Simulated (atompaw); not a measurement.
# What one change does to a pseudopotential (iron, PAW (atompaw))

```
Element                 : iron
Generator               : atompaw 4.2.0.5
Type                    : PAW
Functional              : PBE
Relativity              : scalar-relativistic
Frozen core             : [Ne] 3s2
Valence charge          : 14
Reference configuration : 3p6 3d6 4s2 4p0
Partial waves           : 4s (bound): rc 1.75 bohr; 4s channel at 0.25 Ry: rc 1.75 bohr; 3p (bound): rc 1.30 bohr; 4p (bound, empty): rc 1.75 bohr; 3d (bound): rc 1.75 bohr; 3d channel at 2.5 Ry: rc 1.70 bohr
Local potential         : bessel scheme, radius 1.20 bohr
Core correction         : smooth core density matched at 1.40 bohr
Augmentation charge     : sinc compensation charge, radius 1.30 bohr; PAW radius 1.75 bohr; waves and projectors: custom polynom vanderbiltortho
```

Change: local potential vpsmatchnc scheme with l = 3 at 0 Ry, radius 1.20 bohr.

Cutoffs: the cutoffs (Ry, on a coarse ladder) from which the occupation-weighted sum of valence levels, in a spherical-Bessel basis at the reference potential, stays within 10 and 1 mRy of its value at 400 Ry; they do not see the model core or the augmentation charge, which bear on the density cutoff.

What does the change do?

The potential gets neither clearly harder nor softer (70 Ry and 90 Ry → 70 Ry and 90 Ry); both files keep a bound ghost (s); the range in which the p phases agree narrows (upper end at the end of the scan → 1.6).

```csv
quantity,base,changed
"cutoff, loose",70 Ry,70 Ry
"cutoff, tight",90 Ry,90 Ry
bound ghosts,s,s
s: phases at 1.76 bohr within 0.05 rad from the reference energy up to (Ry; the scan ends near 5),to the end of the scan,to the end of the scan
p: phases at 1.76 bohr within 0.05 rad from the reference energy up to (Ry; the scan ends near 5),to the end of the scan,1.6
d: phases at 1.76 bohr within 0.05 rad from the reference energy up to (Ry; the scan ends near 5),4.3,to the end of the scan
lowest overlap eigenvalue by channel,"s 0.64, p 0.59, d 1.00","s 0.57, p 0.61, d 0.99"
```

 A true bound ghost makes a file unfit for plane-wave use even where its test errors are small: the radial tests pick states by their node count and pass the ghost by. The cutoffs see the waves, projectors and local potential, not the compensation charge or the core.
